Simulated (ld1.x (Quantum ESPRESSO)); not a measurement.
## In, TM: configuration errors across variants

ld1.x (Quantum ESPRESSO) 7.5 input, shortened:

```
&input
   title='In', zed=49., rel=1, dft='PBE', iswitch=3,
   config='[Kr] 4d10 5s1.5 5p1.5'
 /
 &inputp
   pseudotype=2, tm=.true., lloc=0,
   nlcc=.false.
 /
3
5P  2  1   1.50   0.00  2.55  2.55  0.0
4D  3  2  10.00   0.00  1.55  1.55  0.0
5S  1  0   1.50   0.00  2.25  2.25  0.0
 &test
   configts(1)='4d10 5s1.5 5p1.5'
 /
```

All-electron excitation energies from the reference (eV): (1) 4d10 5s2 5p1 -2.884; (2) 4d10 5s2 5p0 2.479; (3) 4d10 5s1 5p0 21.713; (4) 4d10 5s0 5p3 9.063; (5) 4d10 5s0 5p0 50.034; (6) 4d9 5s0 5p0 106.423; (7) 4d10 5s1 5p1 9.072.

4 further variants failed, have other tests or another functional or relativity, and are left out.

A true bound ghost makes a file unfit for plane-wave use even where its test errors are small: the radial tests pick states by their node count and pass the ghost by.

Errors AE − PS in meV (a dash: test not solved or not reliable):

```csv
change,(1),(2),(3),(4),(5),(6),(7),bound ghosts
base,+0.6,-0.9,+9.9,+0.5,+60,-31,+1.2,none
wave 5p (bound): rc 2.55 bohr becomes 5p (bound): rc 2.58 bohr,+0.6,-0.8,+9.8,+0.9,+59,-33,+1.3,none
wave 5s (bound): rc 2.25 bohr becomes 5s (bound): rc 3.16 bohr,-3.5,-6.9,+28,-52,-49,-561,+1.7,none
core correction a·sin(br)/r model core inside 1.26 bohr,-0.1,-2.9,-13,-6.9,-56,-269,-2.0,none
local potential the d channel,+0.7,-0.7,+11,+0.6,+65,+193,+0.9,"s, p"
local potential all-electron potential smoothed inside 1.75 bohr (lloc = -1),+0.6,-0.9,+6.6,+4.7,+65,+172,+2.9,s
```

Problem. Give the same row for: wave 4d (bound): rc 1.55 bohr becomes 4d (bound): rc 1.00 bohr.

Solution. +0.6, -0.9, +9.7, +0.4, +59, -32, +1.2; bound ghosts: none.
